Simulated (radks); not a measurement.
Q: Tm I, 69 electrons, occupied as [Xe] 4f13 6s1 7d1 (not the ground configuration). Calculated with a radial shooting solver on a logarithmic mesh with Libxc functionals: scalar-relativistic Kohn-Sham, PBE, spin-polarised, spherical densities, point nucleus; open shells are filled with parallel spins first (spin-orbit coupling, left out, can overturn this in heavy ions). Some entries of the table are withheld. Estimate them.

orbital  occ.  eigenvalue (hartree)  r(max) (bohr)  <r> (bohr)
1s up       1             -2179.118        0.01261     0.02001
1s down     1             -2179.118        0.01261     0.02001
2s up       1             -367.7972        0.07188     0.08487
2s down     1             -367.7966        0.07188     0.08487
2p up       3             -324.7307        0.05854     0.07541
2p down     3             -324.7302        0.05854     0.07541
3s up       1             -82.80712         0.2032      0.2210
3s down     1             -82.79110         0.2032      0.2209
3p up       3             -69.76857         0.2002      0.2203
3p down     3             -69.75256         0.2002      0.2203
3d up       5             -53.68200         0.1633      0.1999
3d down     5             -53.66974         0.1633      0.1998
4s up       1             -16.47136         0.4643      0.4978
4s down     1             -16.43824         0.4643      0.4978
4p up       3             -12.18798         0.4857      0.5284
4p down     3             -12.15537         0.4856      0.5285
4d up       5              -6.50290         0.5012      0.5716
4d down     5              -6.47070         0.5012      0.5718
5s up       1              -2.15442          1.091         (1)
5s down     1              -2.13620          1.092         (2)
5p up       3              -1.18029          1.254       1.471
5p down     3              -1.16383          1.255       1.470
4f up       7              -0.30932         0.4958      0.8043
6s up       1              -0.29133          3.117       3.591
4f down     6              -0.27990         0.4962      0.8078
6s down     0              -0.25629          3.085       3.523
7d up       1              -0.02119          22.54       20.88

A: 
(1) 5s up <r> (bohr): 1.230
(2) 5s down <r> (bohr): 1.231
